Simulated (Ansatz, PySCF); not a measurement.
Energy difference 2 R1 + R2 → P1 + P2 + P3, each structure at its B3LYP-D3(BJ)/def2-TZVP stationary point, reached from a drawn start (curvature not checked).
P1, CH4 (SMILES C) (charge 0, multiplicity 1):
| atom | x (Å) | y (Å) | z (Å) |
|---|---|---|---|
| C | 0.0000 | 0.0000 | 0.0000 |
| H | 0.6289 | 0.6289 | 0.6289 |
| H | -0.6289 | -0.6289 | 0.6289 |
| H | 0.6289 | -0.6289 | -0.6289 |
| H | -0.6289 | 0.6289 | -0.6289 |
R1: H2 (SMILES [H][H]), charge 0, multiplicity 1.
P2: HCl (SMILES Cl), charge 0, multiplicity 1.
P3, SiH4 (SMILES [SiH4]) (charge 0, multiplicity 1):
```xyz
5

Si     0.000     0.000     0.000
H      0.855     0.855     0.855
H     -0.855    -0.855     0.855
H     -0.855     0.855    -0.855
H      0.855    -0.855    -0.855
```
R2: CH5ClSi (SMILES C[SiH2]Cl), charge 0, multiplicity 1.

P less R. No zero-point or thermal terms.

Frozen-core correlation throughout. CBS: X⁻³ extrapolation of the correlation energy, Hartree–Fock from the larger set.

Run with Ansatz (a program for electronic structure) with Gaussian orbitals; PySCF for the D3/D4 terms. No computed number here is a measurement.

| level | reaction energy (kJ/mol) |
|---|---|
| HF/cc-pV(T+d)Z | 22.9 |
| SVWN5/def2-TZVPP | 50.4 |
| revPBE/def2-TZVPP | 44.3 |
| revPBE-D3(BJ)/def2-TZVPP | 59.2 |
| PBE0/def2-TZVPP | 45.3 |
| wB97M-V/def2-TZVPP | 54.6 |
| MP2/cc-pV(Q+d)Z | 66.0 |
| CCSD(T)/cc-pV(T+d)Z | 45.5 |
| CCSD(T)/CBS(cc-pV(T+d)Z, cc-pV(Q+d)Z) | (withheld) |

Question: What belongs in the gaps?

Answer: 
- CCSD(T)/CBS(cc-pV(T+d)Z, cc-pV(Q+d)Z), reaction energy (kJ/mol): 57.0
